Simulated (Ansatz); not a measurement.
Correlation energies of CH₆BrSi₂ (`C[Si]([SiH3])Br`) radical by basis set

Z-matrix (Å, degrees):
```
C
Si 1 1.874
H 1 1.093 2 109.8
H 1 1.094 2 110.4 3 -119.9
H 1 1.092 2 110.7 3 120.0
Si 2 2.337 1 115.1 3 58.7
Br 2 2.240 1 108.4 3 179.7
H 6 1.489 2 108.7 1 -61.4
H 6 1.485 2 108.8 1 179.6
H 6 1.490 2 111.9 1 58.7
```

Total charge 0; spin multiplicity 2. Correlated methods include outer-core shells of Br, which these sets cover unevenly. Scalar relativity is left out up to krypton. The structure was optimised at the PBE0-D4/def2-TZVP level. Frozen core, unrestricted reference, the Gaussian-basis code of Ansatz.

| basis | HF (Eh) | MP2 corr. |
| --- | --- | --- |
| def2-SVP | -3191.13600 | -0.55585 |
| def2-TZVPP | -3191.70310 | -0.67944 |
| def2-QZVPP | -3191.77202 | -1.02644 |

(1) Estimate the CCSD correlation energy and the (T) correction in each basis where they were run (hartree).

Answers

(1) 
| basis | CCSD corr. | (T) |
| --- | --- | --- |
| def2-SVP | -0.60724 | -0.01607 |
| def2-TZVPP | -0.73183 | -0.02741 |
